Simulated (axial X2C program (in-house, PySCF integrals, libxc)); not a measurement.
## Spin–orbit effects down a group: molecules with Y, HF

All values come from calculations with an axial X2C code built on PySCF integrals, spin-free (one-electron X2C) or two-component (2c: spin–orbit coupling with atomic mean-field Coulomb and Gaunt terms, which also bring small scalar terms), in Dyall basis sets with cores contracted in-house; open shells are unrestricted.

Basis sets: Br dyall-cv3z, Cl dyall-av3z, I dyall-v3z, Y dyall-cv3z, Y dyall-v3z.

```json
{"molecule": "YCl", "spin-free state": "M_S = 0, Λ = 0", "Re (Å)": "2.449", "ωe (cm⁻¹)": "359.4", "De (eV)": "4.22", "2c state": "Ω = 0", "Re 2c (Å)": "2.449", "ωe 2c (cm⁻¹)": "359.5", "De 2c (eV)": "n/a"}
{"molecule": "YBr", "spin-free state": "M_S = 0, Λ = 0", "Re (Å)": "2.613", "ωe (cm⁻¹)": "254.0", "De (eV)": "3.72", "2c state": "Ω = 0", "Re 2c (Å)": "2.613", "ωe 2c (cm⁻¹)": "253.9", "De 2c (eV)": "n/a"}
{"molecule": "YI", "spin-free state": "M_S = 0, Λ = 0", "Re (Å)": "2.861", "ωe (cm⁻¹)": "199.7", "De (eV)": "3.06", "2c state": "Ω = 0", "Re 2c (Å)": "2.863", "ωe 2c (cm⁻¹)": "199.1", "De 2c (eV)": "n/a"}
```

**Question.** Work out the shifts from the spin-free to the two-component result.

**Answer.** 

| molecule | 2c state | ΔRe (Å) | Δωe (cm⁻¹) | ΔDe (eV) |
| --- | --- | --- | --- | --- |
| YCl | Ω = 0 | 0.000 | 0.1 | n/a |
| YBr | Ω = 0 | 0.000 | -0.1 | n/a |
| YI | Ω = 0 | 0.002 | -0.6 | n/a |

Shifts of one unit in the last digit are rounding.

Each entry is the lowest single determinant of a limited PBE0 search at one distance. De goes to single-determinant-based atoms at the same level (for ions the charge split of lowest energy) and is withheld (n/a) where an atom does not fit its ground term or J level. Main or longest-lived isotopes. One determinant is a doubtful description, or other states lie close, for YBr, YI; these need not be ground states, and all values refer to the states named.
